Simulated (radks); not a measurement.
Results of a calculation; reference values are marked as such.
Neutral caesium inside a hard spherical wall (all orbitals vanish at R), configuration held at [Xe] 6s1 and not refilled when levels cross. Code: a radial shooting solver on a logarithmic mesh with Libxc functionals. Model: scalar-relativistic Kohn-Sham, LDA (Slater exchange, VWN5 correlation), spin-polarised, spherical densities, finite nucleus; open shells are filled with parallel spins first (spin-orbit coupling, left out, can overturn this in heavy ions); Fermi nuclear charge, rms radius 4.8041 fm. Eigenvalues in eV for spin up, with the zero of energy where the potential of the charges vanishes at infinity; a dash marks a level that is unbound or too diffuse for the functional's potential to be trusted. A positive occupied level is held by the wall or, in an anion where self-interaction has pushed it up, behind a barrier. The pressure on the wall is -dE/dV.

R (bohr)  E (hartree)  kinetic (hartree)    e(4d)    e(5s)    e(5p)   e(6s)  e(6p, empty)  e(5d, empty)  pressure (GPa)
free       -7780.5652           8194.964  -74.218  -26.867  -13.595  -2.389        -0.884        -0.594               0
15         -7780.5650           8194.965  -74.197  -26.846  -13.575  -2.374        -0.817        -0.557         0.00135
8          -7780.5366           8195.100  -73.328  -26.017  -12.787  -1.185         1.510         0.562           0.749
7          -7780.5058           8195.221  -72.843  -25.575  -12.375  -0.139         3.244         1.268            2.14
4          -7779.5636           8199.040  -65.122  -19.509   -6.152  21.017        31.232        11.830             184
2.5        -7771.0953           8228.413  -36.334    9.604   28.503  126.01        148.68        60.858            6350
1.5        -7698.0080           8447.833   65.531   208.59   251.03  637.26        678.28        314.86          230000
